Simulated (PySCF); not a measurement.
B(F)(GeH3)(OH) (BFGeH₄O), SMILES [B](F)(O)[GeH3].

Coordinates come from a PBE0-D3(BJ)/def2-SVP optimisation. This is a generated structure with no PubChem entry under its InChIKey; it may be hypothetical. Other conformers were not sampled.

Two levels are set side by side: PBE/def2-TZVP (PySCF) and HF/def2-TZVP (PySCF). Same geometry, gas phase. Differences are taken from unrounded values.

```tsv
quantity	HF
orbital gap (eV)	14.67
highest occupied level (eV)	-11.75
lowest empty level (eV)	2.92
dipole moment (D)	1.43
mean polarisability (bohr³)	45.3
```

Task: What does PBE give, and how far is it from HF? (Estimate from the structure and the level; the computed values follow.)

Result: 
| quantity | PBE | PBE minus HF |
|---|---|---|
| orbital gap (eV) | 6.01 | -8.66 |
| highest occupied level (eV) | -7.37 | 4.38 |
| lowest empty level (eV) | -1.35 | -4.28 |
| dipole moment (D) | 1.52 | 0.10 |
| mean polarisability (bohr³) | 52.2 | 6.9 |

PBE's occupied levels lie high since its potential decays too fast outside the molecule; exact exchange lowers them and widens the gap. PBE's more diffuse valence density responds more strongly to a field. Differences between two approximate levels are no errors against the true value.

Rough cost on one machine, each run with all the roots and properties that it gave: HF against PBE about 1/3.
